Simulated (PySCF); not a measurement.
Compound: [Pt(edt)2]2-, C4H4PtS4 (charge -2 and singlet state).
Geometry (PBE0-D3(BJ)/def2-SVP, Å), atoms numbered from 1 in this order:
```xyz
13
C4H4PtS4 angstrom
Pt     0.0023   -0.0039    0.0015
S      2.3584    0.0101    0.0006
C      2.7066    1.7235   -0.0136
C      1.7553    2.6840   -0.0216
S      0.0386    2.3519   -0.0187
H      3.7713    2.0016   -0.0159
H      2.0436    3.7459   -0.0304
S     -2.3541   -0.0181   -0.0002
C     -2.7018   -1.7314    0.0163
C     -1.7504   -2.6918    0.0259
S     -0.0338   -2.3600    0.0240
H     -3.7663   -2.0102    0.0184
H     -2.0390   -3.7537    0.0360
```

The calculation used PBE0-D3(BJ)/def2-SVP geometry optimisation, gas phase, def2 core potentials past Kr (PySCF).

(1) Which atoms are bound to Pt1, and at what distances?

(2) List the angles at Pt1.

(3) What is the shape at Pt1?

(4) What are the other bond lengths?

(5) Give some angles away from the centre.

(6) What are the rotational constants (commonest isotopes, rigid rotor)?

Results:

(1) 4 atoms: S2 2.356 Å, S5 2.356 Å, S11 2.356 Å, S8 2.356 Å. The nearest atom not counted as bound is C9, at 3.21 Å (others tie with it).

(2) 
```json
{"angle": "S5–Pt1–S11", "degrees": "179.9", "distance of the outer atoms (Å)": "4.71"}
{"angle": "S2–Pt1–S8", "degrees": "179.9", "distance of the outer atoms (Å)": "4.71"}
{"angle": "S5–Pt1–S8", "degrees": "91.2", "distance of the outer atoms (Å)": "3.37"}
{"angle": "S2–Pt1–S11", "degrees": "91.2", "distance of the outer atoms (Å)": "3.37"}
{"angle": "S8–Pt1–S11", "degrees": "88.8", "distance of the outer atoms (Å)": "3.30"}
{"angle": "S2–Pt1–S5", "degrees": "88.8", "distance of the outer atoms (Å)": "3.30"}
```

(3) Square planar: angles from 88.8° to 179.9°; τ4 = (360° − α − β)/141° = 0.00 with α and β the two widest (0 for a square, 1 for a tetrahedron).

(4) S2–C3 and 3 like bonds 1.748 Å; C3–C4, C9–C10 1.352 Å. (A selection.)

(5) Pt1–S2–C3 101.8°, S2–C3–C4 123.8°.

(6) A = 1346, B = 560.1, C = 395.5 MHz: an asymmetric top.

Point group: D2h (every atom within 0.08 Å of its image). Charge -2, singlet. Whether so highly charged an anion holds all its electrons in the gas phase wasn't checked; a finite basis holds them in any case. No counter-ion or solvent screens the charge of this multiply charged ion. The geometry's basis has no diffuse functions, a weakness for an anion. Stationary, but not proved a minimum.

Time: 5.6 min wall; peak memory 0.85 GiB. Hardware: one thread of an AMD EPYC (shared host). That covers the optimisation of the geometry.
